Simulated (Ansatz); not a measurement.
B5N4H16⁻, a cluster cut from zinc blende BN (hydrogen-capped). The state is a singlet with charge -1. Geometry r2SCAN-D4/def2-SVP; atoms count from 1.

```xyz
25

N    -0.128   -1.409   -0.151
N     1.754    0.316   -0.405
N    -1.291    0.664   -1.108
N    -0.196    0.724    1.209
B    -1.229   -0.937   -1.165
B     1.375   -1.234   -0.569
B    -0.400   -0.851    1.315
B     1.302    1.096    0.920
B    -1.301    1.395    0.318
H    -0.259   -2.419   -0.076
H     1.450    0.835   -1.231
H     2.772    0.372   -0.442
H    -2.152    0.939   -1.583
H    -0.553    1.058   -1.694
H    -0.374    1.076    2.151
H    -0.955   -1.262   -2.328
H    -2.338   -1.352   -0.827
H     1.564   -1.543   -1.753
H     2.114   -1.866    0.188
H     0.419   -1.328    2.105
H    -1.560   -1.102    1.652
H     2.030    0.707    1.834
H     1.444    2.309    0.709
H    -2.418    1.217    0.805
H    -1.072    2.597    0.126
```

Question: Estimate the Mulliken populations from the PBE0/def2-TZVP orbitals of Ansatz.

Answer: 
```
atom  charge (e)
  N1       -0.09
  N2       -0.29
  N3       -0.29
  N4       -0.09
  B5       -0.22
  B6       -0.22
  B7       -0.21
  B8       -0.22
  B9       -0.22
 H10        0.18
 H11        0.21
 H12        0.24
 H13        0.24
 H14        0.21
 H15        0.18
 H16       -0.05
 H17       -0.04
 H18       -0.05
 H19       -0.04
 H20       -0.04
 H21       -0.04
 H22       -0.04
 H23       -0.05
 H24       -0.04
 H25       -0.05
```
Mulliken values depend strongly on the basis.

Question: And the Mayer bond orders between heavy atoms (over 0.3)?

Answer: N1–B5 0.86 (1.57 Å); N1–B6 0.86 (1.57 Å); N1–B7 0.84 (1.59 Å); N2–B6 0.81 (1.60 Å); N2–B8 0.81 (1.60 Å); N3–B5 0.81 (1.60 Å); N3–B9 0.81 (1.60 Å); N4–B7 0.84 (1.59 Å); N4–B8 0.86 (1.57 Å); N4–B9 0.86 (1.57 Å).
